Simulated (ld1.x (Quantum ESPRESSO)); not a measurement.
Debugging a pseudopotential input (arsenic (As), ld1.x (Quantum ESPRESSO) 7.5)

Command:

```bash
ld1.x < As.in > As.out
```

Input:

```
&input
   title='As', zed=33., rel=0, dft='PZ', iswitch=3,
   config='[Ar] 3d10 4s2 4p3 4d-2',
   nld=3, rlderiv=1.55, eminld=-3.0, emaxld=5.0, deld=0.02
 /
 &inputp
   pseudotype=1, tm=.false., lloc=2,
   nlcc=.false.,
   file_pseudopw='As.pp', file_wfcaegen='ae.wfc', file_wfcncgen='nc.wfc'
 /
3
4S  1  0   2.00   0.00  1.40  1.40  0.0
4P  2  1   3.00   0.00  1.35  1.35  0.0
4D  3  2  -2.00   0.05  1.40  1.40  0.0
 &test
   configts(1)='4s2 4p3'
 /
```

This is an input that runs to its end, with one change: tm switched.

How does the run end?

The program runs through. The occupied levels of the test differ from the all-electron ones by at most 0.00000 Ry (unchanged input: 0.00000 Ry).

```
     eps = 4.9E-25  iter =  1

     Etot =   -4465.037907 Ry,   -2232.518953 Ha,  -60749.935543 eV
     Etotps =   -12.249120 Ry,      -6.124560 Ha,    -166.657762 eV

     Ekin =       4.249798 Ry,       2.124899 Ha,      57.821450 eV
     Encl =     -19.735722 Ry,      -9.867861 Ha,    -268.518182 eV
     Ehrt =       9.803056 Ry,       4.901528 Ha,     133.377375 eV
     Ecxc =      -2.749069 Ry,      -1.374534 Ha,     -37.402987 eV
     Epseu=      -3.817183 Ry,      -1.908591 Ha,     -51.935418 eV

     ---------------------- End of pseudopotential test ----------------------
```
